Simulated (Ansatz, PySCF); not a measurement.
Pair of molecules: C2H4 (SMILES C=C) (first 6 atoms) with CH5N (SMILES CN); geometry from B3LYP-D3(BJ)/def2-TZVP, rigid monomers moved along the line of their centres of mass till H5···N8 is 2.23 Å.
(charge 0, multiplicity 1):
```xyz
13

C     -0.64297     0.26062     0.06777
C      0.54211    -0.19982     0.44388
H     -0.91349     0.36676    -0.97638
H     -1.39485     0.55140     0.79203
H      0.81222    -0.30577     1.48927
H      1.28680    -0.48808    -0.28980
C     -0.62918     0.32271     3.70532
N      0.72446    -0.23261     3.72075
H     -1.29397    -0.37068     3.18808
H     -0.62682     1.25423     3.13747
H     -1.05757     0.52930     4.69493
H      0.74935    -1.10819     4.22920
H      1.36766     0.39813     4.18365
```

Monomers are frozen at their geometry in the pair; levels with a basis set take the counterpoise correction.

Frozen-core correlation.

Programs: Ansatz (Gaussian orbitals); PySCF for the dispersion terms. Each number belongs to the level named beside it.

PBE/def2-TZVPPD gives -10.3 meV for the interaction energy.

Q: Predict the shift from PBE, with its sign, for: PBE-D3(BJ)/def2-TZVPPD, r2SCAN/def2-TZVPPD, B3LYP/def2-TZVPPD, wB97M-V/def2-TZVPPD, MP2/aug-cc-pVDZ, CCSD(T)/aug-cc-pVDZ.

A: PBE-D3(BJ)/def2-TZVPPD -62.8; r2SCAN/def2-TZVPPD -18.2; B3LYP/def2-TZVPPD 44.5; wB97M-V/def2-TZVPPD -41.1; MP2/aug-cc-pVDZ -22.9; CCSD(T)/aug-cc-pVDZ -16.8 meV. 1 of 6 lie above PBE; the widest gap is to PBE-D3(BJ)/def2-TZVPPD.

Ansatz is a program for electronic structure.
